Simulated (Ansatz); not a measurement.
A ladder of methods for CH4ClGeO (SMILES [CH3][Ge]([OH])[Cl])

The species is CH4ClGeO (8 atoms), meant as a doublet with charge 0. SMILES: `[CH3][Ge]([OH])[Cl]`. The coordinates come from a PBE0-D4/def2-TZVP relaxation. This is one conformer, not always the lowest.

Quantity: the vertical ionisation energy (to the singlet cation), in eV. The values are calculated.

| level | kind | program | value (eV) | CPU time (all runs) |
| --- | --- | --- | --- | --- |
| UPBE/6-31G* (spherical functions) | GGA | Ansatz | 8.08 | 18 s |
| U-r2SCAN/6-31G* (spherical functions) | meta-GGA | Ansatz | 8.38 | 51 s |
| UB3LYP/6-31G* (Cartesian functions) | global hybrid | Ansatz | 8.32 | 27 s |
| U-wB97X/6-31G* (spherical functions) | range-separated hybrid | Ansatz | 8.45 | 1.7 min |
| UCAM-B3LYP/6-31G* (spherical functions) | range-separated hybrid | Ansatz | 8.50 | 31 s |
| UHSE06/6-31G* (spherical functions) | range-separated hybrid | Ansatz | 8.40 | 28 s |
| UB2PLYP/6-31G* (spherical functions) | double hybrid | Ansatz | 8.18 | 34 s |
| UPBE-QIDH/6-31G* (spherical functions) | double hybrid | Ansatz | 8.47 | 33 s |

All-electron rows without a relativistic Hamiltonian named are non-relativistic. The values span 8.08 to 8.50 eV. Times are those of the runs behind each value, whatever else they computed, on shared processors of several kinds: orders of magnitude only.
